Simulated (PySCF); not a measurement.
F₄Se, SMILES F[Se+](F)(F)F, charge +1, multiplicity 2. Atoms are numbered in the order given.

```xyz
5

Se     0.0000     0.0000     0.1986
F      0.0000     1.7422     0.5096
F      0.0000    -1.7422     0.5096
F      1.3069     0.0000    -0.8848
F     -1.3069     0.0000    -0.8848
```
Charge +1, spin multiplicity 2.

Geometry optimised at PBE-D3(BJ)/def2-SVP.

Method: PBE/def2-TZVP in PySCF.

Gas-phase values at a fixed geometry.

```json
{
 "total_energy": "-2799.93017 hartree",
 "point_group": "C2v",
 "α spin, highest occupied and lowest empty level": "-16.19 and -10.97 eV",
 "β spin, highest occupied and lowest empty level": "-17.60 and -15.05 eV",
 "dipole_moment_about_the_centre_of_nuclear_charge": "1.14 D",
 "mean_static_polarisability": "30.7 bohr³ (4.56 Å³)",
 "polarisability_principal_values": "24.1, 27.6, 40.5 bohr³",
 "⟨S²⟩": "0.753 (pure state 0.75)"
}
```
